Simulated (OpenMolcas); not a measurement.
## Nb4+: moving or changing the point charges

Nb4+ among 4 point charges of -2.5 e arranged as a tetrahedron (Td), 2.15 Å from the ion.
```
   1.2413    1.2413    1.2413  -2.50
   1.2413   -1.2413   -1.2413  -2.50
  -1.2413    1.2413   -1.2413  -2.50
  -1.2413   -1.2413    1.2413  -2.50
```

* Program: OpenMolcas
* Method: SS-CASPT2, IPEA 0.25 Eh, imaginary shift 0.1 Eh (closed shells correlated: 4s 4p)
* Basis: ANO-RCC-VDZP [6s5p3d1f]
* Scalar Hamiltonian: DKH2, point nucleus
* Active space: 1 electron in 5 orbitals (4d)
* State averaging: 2S+1 = 2 even, 5 roots
* Spin-orbit coupling: RASSI with atomic mean-field integrals over the reference wave functions

Runs around this geometry, states (labels of Td). Energies in cm-1 above the lowest state or level, χT in cm3 K/mol; 10Dq is the gap between the two states; 10Dq is negative for this site.

```tsv
R (Å)	q (e)	Ground state	First state of that spin	10Dq	First gap with spin-orbit (degeneracies)	χT at 300 K
2.15	-1.62	2E	2T2 3050	-3051	3230 (4, 4)	0.234
2.02	-2.5	2E	2T2 4800	-4801	4810 (4, 4)	0.264
2.15	-2.5	2E	2T2 3990	-3993	4060 (4, 4)	0.248
2.29	-2.5	2E	2T2 3170	-3169	3330 (4, 4)	0.236
```

Taking |10Dq| as R^-n, n = -ln(3169 / 4801) / ln(2.29 / 2.02) = 3.3 between the shortest and longest distance. The point-charge formula for a cubic d site gives n = 5.

Scaling the charges by -1.62 / -2.5 = 0.65 scales |10Dq| by 3051 / 3993 = 0.76; with fixed orbitals a first-order splitting would follow the charge.

Roots that are degenerate in the reference are averaged as groups; the widest CASPT2 spread within a group is 120 cm-1 (the 3-fold group of multiplicity 2 near 3050 cm-1 above the lowest state of its run, R = 2.15, q = -1.62). Shifts and gaps below about the spread of the groups concerned are not significant. An orbital doublet at a regular site is open to a Jahn-Teller distortion, which this geometry leaves out. The ground term spreads over less than 5000 cm-1, several times less than with real ligands, so orbital moments are less quenched and χT lies further from the spin-only value than at real sites. Free-ion shares, where given, are those of the reference states; single-state CASPT2 does not remix them. This is an electrostatic model: the charges have no orbitals. No measured value stands beside these numbers.
